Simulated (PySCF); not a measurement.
Harmonic spectrum computed at PBE0 in the def2-TZVP basis family (core potentials from Rb on, PySCF, no spin–orbit coupling):

```
symmetry  ω (cm⁻¹)  IR (km/mol)
       a       224          6.6
       a       356          111
       a       598         73.3
       a       834         46.8
       a      1047         51.0
       a      3820          108
```

**Question.** Which molecule gave it? In each, all ligands are bound to the one heavy central atom.
A. ScO(OH) (singlet)
B. IO(OH) (singlet)
C. PO(OH) (singlet)
D. TlO(OH) (singlet)

**Answer.** B. It has C1 symmetry with I–O 1.802 Å, I–O 1.959 Å, O–H 0.965 Å.
